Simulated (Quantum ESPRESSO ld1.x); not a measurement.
Results of a calculation; reference values are marked as such.
Cr, configuration [Ar] 3d5 4s1. Code: ld1.x of Quantum ESPRESSO 7.5. Model: Dirac Kohn-Sham, PBEsol, spin-unpolarised, spherical densities, point nucleus; open shells are shared between the two j in proportion to 2j + 1.

Unscreened Slater integrals over Kohn-Sham orbitals (hartree). Large and small components are both included.

integral            value
F0(3d5/2,3d5/2)   0.63819
F2(3d5/2,3d5/2)   0.27596
F4(3d5/2,3d5/2)   0.16842
F0(3d5/2,3d3/2)   0.64038
F2(3d5/2,3d3/2)   0.27704
G2(3d5/2,3d3/2)   0.27690
G4(3d5/2,3d3/2)   0.16903
F0(3d5/2,4s1/2)   0.33086
G2(3d5/2,4s1/2)  0.056328
F0(3d5/2,3p3/2)   0.75780
F2(3d5/2,3p3/2)   0.33904
G1(3d5/2,3p3/2)   0.41946
G3(3d5/2,3p3/2)   0.24977
F0(3d5/2,3p1/2)   0.76066
G3(3d5/2,3p1/2)   0.25017
F0(3d3/2,3d3/2)   0.64259
F2(3d3/2,3d3/2)   0.27814
F0(3d3/2,4s1/2)   0.33124
G2(3d3/2,4s1/2)  0.055739
F0(3d3/2,3p3/2)   0.76085
F2(3d3/2,3p3/2)   0.34086
G1(3d3/2,3p3/2)   0.42175
G3(3d3/2,3p3/2)   0.25118
F0(3d3/2,3p1/2)   0.76373
G1(3d3/2,3p1/2)   0.42285
F0(4s1/2,4s1/2)   0.26515
F0(4s1/2,3p3/2)   0.34722
G1(4s1/2,3p3/2)  0.017510
F0(4s1/2,3p1/2)   0.34745
G1(4s1/2,3p1/2)  0.017277
F0(3p3/2,3p3/2)   0.93340
F2(3p3/2,3p3/2)   0.46544
F0(3p3/2,3p1/2)   0.93783
G2(3p3/2,3p1/2)   0.46737
F0(3p1/2,3p1/2)   0.94233
